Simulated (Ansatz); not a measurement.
Consider the formal hydrolysis of the Si–F bond: `C=C[Si@@H](O)[Si@@H](O)F` + H₂O → `C=C[SiH](O)[SiH](O)O` + H–F.

Calculated with Ansatz (gas phase, PBE0-D4/def2-TZVP geometries, no zero-point term in ΔE). CCSD(T)/CBS is the MP2 limit (def2-TZVPP, def2-QZVPP) plus CCSD(T) − MP2 in def2-TZVPP, frozen cores. This one scheme is used for every species. One conformer a species, not always the lowest.

| species | CCSD(T)/CBS(def2) energy (Eh) |
| --- | --- |
| `C=C[Si@@H](O)[Si@@H](O)F` | -908.76438 |
| H₂O | -76.37941 |
| `C=C[SiH](O)[SiH](O)O` | -884.73233 |
| H–F | -100.39570 |

(1) Work out ΔE.

Largest T1 diagnostic among the species: 0.012.

Results:

(1) ΔE = (-884.73233) + (-100.39570) − (-908.76438) − (-76.37941) = 0.01576 Eh = +0.43 eV.

In def2-TZVPP, CCSD(T) changes the Hartree–Fock value by −0.15 eV (the triples alone add −0.03 eV) and MP2 by −0.16 eV. The D4 term adds −0.06 eV with B3LYP and −0.03 eV with PBE0; it sums over pairs of atoms, weighted by their polarisabilities, and B3LYP, whose exchange is more repulsive, gets the larger term.

B3LYP here is the variant with VWN-RPA as its local correlation; programs differ in this.
